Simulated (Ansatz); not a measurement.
CH5AlOSiTe, SMILES `O[C]1([SiH3])[AlH][Te]1`, relaxed with RKS PBE0-D4/def2-TZVP in the Gaussian-basis code of Ansatz from a PBE-D4/def2-SVP geometry. The force threshold is 0.005 eV/Å; the program also tests the step.

Charge 0, multiplicity 1. Te: def2 effective core potential.

Start:

```xyz
10

O    -0.762   -1.617    0.279
C    -0.076   -0.442    0.233
Si   -0.369    0.448   -1.425
Al    1.205    0.295    1.551
Te   -0.948    1.402    1.895
H    -0.519   -2.126    1.079
H     0.101   -0.467   -2.532
H     0.479    1.689   -1.438
H    -1.811    0.791   -1.674
H     2.699    0.027    2.031
```

How much energy does the relaxation release, and in how many steps? (Estimate.)

Ansatz gave: 1.41 kcal/mol, in 11 steps, 1 of them rejected.

Which bonds change most? (An estimate is asked.)

Computed: C2–Te5 from 2.632 to 2.453 Å; C2–Si3 from 1.904 to 1.876 Å; C2–Al4 from 1.981 to 1.954 Å; Al4–Te5 from 2.446 to 2.427 Å.

Give the relaxed structure. (Estimate.)

Computed: 
```xyz
10

O    -0.786   -1.610    0.300
C    -0.123   -0.412    0.258
Si   -0.353    0.446   -1.395
Al    1.221    0.290    1.490
Te   -0.976    1.259    1.838
H    -0.576   -2.093    1.106
H     0.128   -0.460   -2.479
H     0.507    1.659   -1.376
H    -1.761    0.823   -1.679
H     2.719    0.097    1.936
```
